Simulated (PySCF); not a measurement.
Gas-phase reaction: 6 GaH(CH3)2 ⇌ 4 Ga(CH3)3 + Ga2H6

Method: PySCF energies plus ideal-gas RRHO corrections (1 bar). † marks an energy on the PBE0/def2-TZVP geometry and frequencies; other levels use their own. MP2 freezes the core. 6-31G* has spherical d functions here. All species are closed-shell singlets. B3LYP is the form with VWN-RPA correlation. Ga: all electrons, no relativistic terms. GaH(CH3)2, Ga2H6: computed as isolated molecules; such fragments, hydroxides, amides, oligomers or adducts are transient or little studied in the gas. MP2 isn't extrapolated to the basis-set limit.

M06-2X/def2-TZVP† gives ΔH°(298 K) = -113 kJ.

Question: What do B3LYP/6-31G*, MP2/def2-TZVPP†, HF/def2-TZVP† give?

Answer: B3LYP/6-31G*: -75 kJ; MP2/def2-TZVPP†: -118 kJ; HF/def2-TZVP†: -54 kJ. For scale, ΔH°(298 K) is -113 kJ at this level, -102 kJ at ωB97M-V/def2-TZVP†, and runs from -149 to -43 kJ over the 18 levels computed.
